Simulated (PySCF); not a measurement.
## How methods differ on the ionisation energy of Tl²⁺

Tl²⁺ [Xe] 4f14 5d10 6s1 [6s1/2^1, M_J = 1/2] → Tl³⁺ [Xe] 4f14 5d10, as a difference of total energies. All numbers are calculated (PySCF 2.14, the two-component X2C-1e Hamiltonian, in x2c-SVPall-2c). Correlated levels: [Kr] 4d10 4f14 frozen; the 22 highest virtual spinors dropped. "Screened" scales the spin-orbit matrix elements by Boettger's factors to mimic the two-electron term; Breit and QED terms are absent.

Order these methods by the ionisation energy they give, lowest first.
A. GHF (spin-free)
B. GMP2 (spin-free)
C. GHF (screened spin-orbit)
D. GMP2 (screened spin-orbit)

A (28.279 eV), C (28.301 eV), B (29.485 eV), D (29.515 eV).

Errors of the correlated levels include the incompleteness of this basis and the frozen core.

For comparison: 29.852 eV (measured; NIST Atomic Spectra Database, ionization energies).
